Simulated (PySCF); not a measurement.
**PBE on La³⁺ (lanthanum, charge +3)**

Configuration: [Xe], closed-shell 1S. Calculation: PySCF 2.14, in def2-QZVPPD with the def2 core potential (46 electrons) (7s5p4d3f2g, 81 functions); scalar relativity through the core potential.

```json
{
 "Total energy": "-30.1656 hartree",
 "One-electron energy": "-43.3041 hartree",
 "Hartree (Coulomb) energy": "16.6745 hartree",
 "Exchange-correlation energy": "-3.5361 hartree",
 "⟨S²⟩": "0.0000",
 "⟨L²⟩": "0.000",
 "Sum of ⟨r⟩": "13.97 bohr",
 "Sum of ⟨r²⟩": "26.75 bohr²"
}
```

```tsv
shell	electrons	mean orbital energy (eV)	rms radius, mean of both spins (bohr)
5s	2	-62.659	1.65
5p	6	-44.995	1.88
```

Energies and moments cover only the electrons outside the core potential. Spin-orbit coupling, which splits the p, d and f shells strongly at this Z, is absent.
